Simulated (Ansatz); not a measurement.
def2 core potentials replace the inner electrons of Bi.

B3LYP has the VWN-RPA correlation part, as in Gaussian. 

Cartesian coordinates (Å):
```xyz
5

O      1.4216    -0.2215    -0.3375
Bi    -0.1155     1.1446    -0.7600
O     -1.6316     0.0791     0.2220
H      1.6858    -0.1550     0.5891
H     -1.3602    -0.8472     0.2864
```
Charge 0, spin multiplicity 2.

### Question
What is the computed highest occupied spin orbital, dipole moment and total energy (B3LYP-D3(BJ)/def2-TZVP // PBE0-D3(BJ)/def2-SVP run with Ansatz, an electronic-structure program)?

### Answer

| Item | Value |
|---|---|
| highest occupied spin orbital | -5.33 eV |
| dipole moment | 1.78 D |
| total energy | -366.4490 Ha |
